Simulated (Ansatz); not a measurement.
Geometry optimisation, Ansatz 0.2.0, UKS revPBE-D4/def2-SVP.

The input (input.yaml):

```yaml
crystal:
  periodic: [false, false, false]
  atoms:
    - { symbol: "N", position_ang: [1.1011, -1.4565, 1.2445] }
    - { symbol: C, position_ang: [0.5175, -0.6143, 0.5867] }
    - { symbol: B, position_ang: [-0.2161, 0.4505, -0.2816] }
    - { symbol: Cl, position_ang: [-1.6256, 0.0181, -1.2207] }
    - { symbol: H, position_ang: [0.2731, 1.5286, -0.3703] }
magnetization:
  spin_polarized: true
basis:
  gaussian: { orbitals: def2-SVP }
hamiltonian:
  xc: revpbe
  dispersion: d4
relax:
  f_tol: 0.02
  max_steps: 40
output:
  orbitals: {}
```

Command:

```bash
$ ansatz run input.yaml --threads 1 --pin off --max-ram 2048MiB --backend cpu --events-out ev --progress --plain --runs-dir out
```

**Question.** Where does it end, and by what steps?

**Answer.** The forces met the threshold. After 7 steps the energy has fallen by 0.107 eV; B3 moved furthest, 0.04 Å.

```tsv
step	energy less start (eV)	largest force component (eV/Å)	accepted
0	0.0000	2.762	yes
1	0.0421	1.273	no
2	-0.1053	0.218	yes
3	-0.1061	0.113	yes
4	-0.1068	0.034	yes
5	-0.1069	0.033	yes
6	-0.1069	0.035	yes
7	-0.1069	0.003	yes
```

```xyz
5
Properties=species:S:1:pos:R:3
N 1.066 -1.436 1.236
C 0.518 -0.635 0.569
B -0.177 0.434 -0.295
Cl -1.614 0.003 -1.189
H 0.257 1.561 -0.362
```

Whether the end is a true minimum wasn't checked by a vibrational analysis.

The run took 45 s on 1 CPU thread of a shared host.
